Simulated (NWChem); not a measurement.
Species: C3H9Si cation

```xyz
13

C      1.6115     0.8968    -0.0016
Si    -0.0001    -0.0001     0.0006
C     -0.0291    -1.8441     0.0004
C     -1.5824     0.9474     0.0015
H      2.4723     0.2228    -0.0318
H      1.6871     1.5303     0.8948
H      1.6610     1.5812    -0.8609
H      0.4964    -2.2267    -0.8871
H     -1.0435    -2.2527     0.0155
H      0.5248    -2.2288     0.8693
H     -2.1689     0.6952    -0.8946
H     -2.2001     0.6494     0.8612
H     -1.4289     2.0299     0.0303
```
Atoms are numbered in this order, from 1.

Computed with NWChem. Pople sets run with spherical d functions. Coordinates come from a B3LYP/6-31G* (spherical d) optimisation. Level: PBE0/6-31G* with SMD (1 M gas to 1 M solution), gas-phase geometry. Reactions with the solvent are ignored.

For solvent 1-octanol:

| Property | Result |
|---|---|
| solvation free energy (kcal/mol) | -51.7 |
| cavity-dispersion-structure term (kcal/mol) | 0.6 |

### Question
How do the values read with solvent cyclohexane instead?

### Answer
- solvation free energy (kcal/mol): -29.7
- cavity-dispersion-structure term (kcal/mol): -0.4
